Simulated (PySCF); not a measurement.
C2H5Se, SMILES CC[Se] (connectivity only; charge and spin as stated), charge -1, multiplicity 1. Geometry optimised at B3LYP-D3(BJ)/def2-SVPD. The multiplicity is an assumed one; other spin states were not compared. The isomer is the one that the SMILES or the coordinates give; other isomers of the formula were not compared.

Level of theory: B3LYP-D3(BJ)/def2-SVPD in PySCF.

Harmonic wavenumbers (cm⁻¹): 253, 281, 550, 736, 961, 962, 1043, 1213, 1243, 1358, 1444, 1447, 1462, 2938, 3004, 3040, 3048, 3088. Rotational constants (GHz): 30.51, 3.583, 3.341; symmetry number 1.

### Question
Work out the zero-point energy and the ideal-gas rigid-rotor harmonic-oscillator thermochemistry at 298.15 K and 1 atm.

### Answer
ZPE = ½ Σ hcν = ½ × 28071 cm⁻¹ = 40.13 kcal/mol. H − E(el) = 43.37 kcal/mol. Entropy in cal/(mol K): translation 39.95, rotation 24.29, vibration 4.48, total 68.72. G − E(el) = 22.88 kcal/mol. Cp = 15.26 cal/(mol K).
